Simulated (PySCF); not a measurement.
B3LYP has the VWN-RPA correlation part, as in Gaussian. Delta-SCF ions had no search for a lower state. Excitations are Tamm–Dancoff values on a coarser integration grid. The basis has no diffuse functions, so Rydberg states are missing or too high.

Cartesian coordinates (Å):
SMILES: NB(Br)Br
```xyz
6

N     -0.8220    -0.1393    -0.0115
B      0.5402     0.0915     0.0076
Br     1.7741    -1.3966     0.0823
Br     1.2168     1.9033    -0.0404
H     -1.2132    -1.0665     0.0121
H     -1.4959     0.6076    -0.0501
```
Charge 0, multiplicity 1.

Q: Predict the vertical ionisation energy (Delta-SCF), brightest of the four lowest singlets (TDA) and dipole moment from B3LYP-D3(BJ)/def2-TZVP (PySCF).

A: 
```yaml
vertical ionisation energy (Delta-SCF): 10.19 eV
brightest of the four lowest singlets (TDA): 7.22 eV
dipole_moment: 2.85 D
```
